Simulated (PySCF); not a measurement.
Species: C7H7BF3N.
Cartesian coordinates in Å at the PBE0-D3(BJ)/def2-SVP level; atoms count from 1:
```xyz
19
C7H7BF3N angstrom
F      3.4950   -0.7822    1.5439
C      2.4682   -0.5438    0.7551
F      1.4822   -1.4016    0.9968
C      2.3896    0.4180   -0.1674
F      3.4949    1.1777   -0.3011
B      1.1835    0.7822   -1.1551
N     -0.1914    0.2987   -0.5010
C     -0.6137    0.8718    0.6353
C     -1.7935    0.4888    1.2509
C     -2.5581   -0.5232    0.6718
C     -2.1085   -1.1133   -0.5047
C     -0.9143   -0.6762   -1.0624
H      1.1038    1.9986   -1.2656
H      1.2646    0.2316   -2.2449
H      0.0351    1.6530    1.0350
H     -2.1046    0.9810    2.1733
H     -3.4929   -0.8472    1.1349
H     -2.6693   -1.9113   -0.9932
H     -0.4988   -1.0962   -1.9791
```

Computed with PySCF at PBE0/pcSseg-1, non-relativistic, on one gas-phase PBE0-D3(BJ)/def2-SVP geometry that isn't relaxed in the solvent. The solvent is an IEF-PCM continuum (van der Waals radii × 1.2). Specific hydrogen bonds and non-electrostatic terms are outside this model.

Gas phase at PBE0/pcSseg-1: HOMO -6.12 eV, LUMO -2.34 eV, dipole 7.96 D.

Q: What does the continuum do to the energy, the frontier levels and the dipole at PBE0/pcSseg-1 in methanol and dimethylsulfoxide?

A: 
```tsv
solvent	ε	E(solvent) − E(gas) (kcal/mol)	polarisation term (kcal/mol)	distortion of the solute (kcal/mol)	HOMO (eV)	LUMO (eV)	dipole (D)
methanol	32.61	-10.08	-11.85	1.77	-6.55	-1.81	9.80
dimethylsulfoxide	46.83	-10.22	-12.05	1.83	-6.56	-1.81	9.83
```

Polarisation term: ½ Σ q·V over the induced surface charges. Distortion: the rise of the solute's own energy as its density leaves the gas-phase optimum. From methanol to dimethylsulfoxide the lowering changes by a factor 1.01, Onsager's factor (ε − 1)/(2ε + 1) by 1.01 and ε itself by 1.4.

Q: Which radius a makes the point-dipole formula ΔE = −[(ε − 1)/(2ε + 1)]·μ²/a³ give the value in dimethylsulfoxide, with the gas-phase dipole?

A: μ = 3.132 au and |ΔE| = 0.01629 Eh give a = 3.51 Å; the farthest nucleus lies 3.90 Å from the centroid of the nuclei, so such a sphere wouldn't even hold the nuclei. The formula assumes a rigid point dipole at the centre of a sphere.

Q: Give the dipole vector in the frame of the coordinates (D, pointing from negative to positive charge), gas and dimethylsulfoxide.

A: Gas (-7.64, -1.56, 1.61), solvent (-9.32, -2.16, 2.27). Its length changes by +23 % and its direction by 2°.

Q: Which Mulliken charges (PBE0/pcSseg-1) respond most in dimethylsulfoxide (means over atoms taken as equivalent)?

A: 
| atoms | environment | gas (e) | solvent (e) | change |
| --- | --- | --- | --- | --- |
| H13/H14 | B–H hydrogen | -0.055 | -0.078 | -0.023 |
| H17 | aromatic hydrogen | +0.126 | +0.145 | +0.019 |
| F5 | vinyl fluorine | -0.291 | -0.311 | -0.020 |
| H16/H18 | aromatic hydrogen | +0.127 | +0.145 | +0.018 |
| C4 | vinylic C–F carbon | -0.040 | -0.054 | -0.014 |
| N7 | nitrogen bonded to B and 2 C | -0.572 | -0.584 | -0.012 |
| H15/H19 | aromatic hydrogen | +0.156 | +0.167 | +0.011 |
| C2 | =CF2 carbon | +0.510 | +0.521 | +0.011 |

Q: Which Mayer bond orders change most in dimethylsulfoxide?

A: 
| bond | length (Å) | gas | solvent | change |
| --- | --- | --- | --- | --- |
| B6–N7 | 1.598 | 0.591 | 0.629 | +0.038 |
| C4–F5 | 1.348 | 0.886 | 0.864 | -0.022 |
| C12–N7 | 1.337 | 1.308 | 1.287 | -0.021 |
| N7–C8 | 1.341 | 1.295 | 1.275 | -0.020 |
| C2–C4 | 1.335 | 1.737 | 1.753 | +0.016 |
| C4–B6 | 1.601 | 0.880 | 0.866 | -0.014 |
| C11–C12 | 1.389 | 1.399 | 1.413 | +0.014 |
| C8–C9 | 1.385 | 1.427 | 1.438 | +0.011 |

Q: How do the nuclear quadrupole coupling constants eQVzz/h respond in dimethylsulfoxide?

A: 
```tsv
nucleus	Q (barn)	gas (MHz)	solvent (MHz)	η gas	η solvent
11B at B6	0.04059	2.08	1.81	0.31	0.33
14N at N7	0.02044	-2.26	-1.86	0.07	0.07
```
